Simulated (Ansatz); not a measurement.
Mulliken charges of `[CH3][Al]([I])[I]` from B3LYP/def2-TZVPP in Ansatz (PBE0-D4/def2-TZVP geometry).

```
atom   x (Å)   y (Å)   z (Å)  charge (e)
  C1  -0.093   1.016  -0.064      -0.411
 Al2   0.082  -0.909   0.033       0.459
  I3   1.970  -1.948   1.240      -0.188
  I4  -1.548  -2.429  -1.027      -0.184
  H5  -0.977   1.312  -0.633       0.114
  H6  -0.164   1.439   0.942       0.104
  H7   0.792   1.451  -0.536       0.104
```

**Question.** By hand: the dipole of these point charges (1 e Å = 4.8032 D).

**Answer.** Σ q r = (-0.056, 0.428, -0.033) e Å, of length 0.433 e Å = 2.08 D.

**Question.** How does the dipole of the full density compare? (Estimate.)

**Answer.** Computed: (-0.036, 0.343, -0.020) e Å, 1.66 D; the point charges give 1.25 times that, at 2° from its direction.

Point charges leave out the atoms' own dipoles, such as those of lone pairs, and Mulliken's split depends on the basis, so the two needn't agree.

B3LYP here is the variant with VWN-RPA as its local correlation; programs differ in this.
